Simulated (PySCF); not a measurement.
# Bond lengths and vibrations by method: GeH2O

These are calculations, not measurements. They come from PySCF 2.14.0, an open-source quantum chemistry program, on an isolated molecule that a program drew, which may never have been made. The molecule is GeH2O (charge 0, singlet), drawn as the SMILES string `[OH][GeH]`.

The geometry was optimised and harmonic frequencies were computed with HF and MP2, all in the cc-pVDZ basis, for the commonest isotopes, with a restricted reference for singlets and an unrestricted one otherwise, and a frozen core in MP2. Germanium has the cc-pVDZ-PP basis, with a core potential (ECP10MDF) in place of its 10 inner electrons, and its 3s, 3p and 3d shells are frozen in MP2. Each result is a local minimum of its method.

Geometry at the HF minimum:
```xyz
4
GeH2O, angstrom
O    -0.8598    2.1143    0.9308
Ge    0.5016    3.2637    0.9652
H    -0.7904    1.3335    1.4616
H     1.4175    2.4410    1.9942
```

Lengths of the bonds as drawn, in Å (atoms numbered as above):
| bond | HF | MP2 |
|---|---|---|
| O1-Ge2 | 1.782 | 1.815 |
| O1-H3 | 0.947 | 0.970 |
| Ge2-H4 | 1.605 | 1.613 |

Rotational constants, in GHz:
| constant | HF | MP2 |
|---|---|---|
| A | 158.6 | 152.3 |
| B | 11.07 | 10.75 |
| C | 10.34 | 10.04 |

Harmonic frequencies in cm^-1, each column in rising order, so a row needn't be the same motion in every method:
| rank | HF | MP2 |
|---|---|---|
| 1 | 599 | 634 |
| 2 | 726 | 692 |
| 3 | 769 | 718 |
| 4 | 970 | 934 |
| 5 | 1917 | ? |
| 6 | 4155 | 3837 |

**Estimate the missing MP2 frequency from the HF column.**

A single factor s that minimises the squared misfit of MP2 against s times HF over the other rows is sum(HF x MP2) / sum(HF^2) = 0.9289, with an rms misfit of 40 cm^-1. For rank 5 it gives 0.9289 x 1917 = 1781 cm^-1. The calculation gives 1877 cm^-1, 96 cm^-1 above the estimate. The drawn bonds are on average 1.6 % longer in MP2 than in HF.
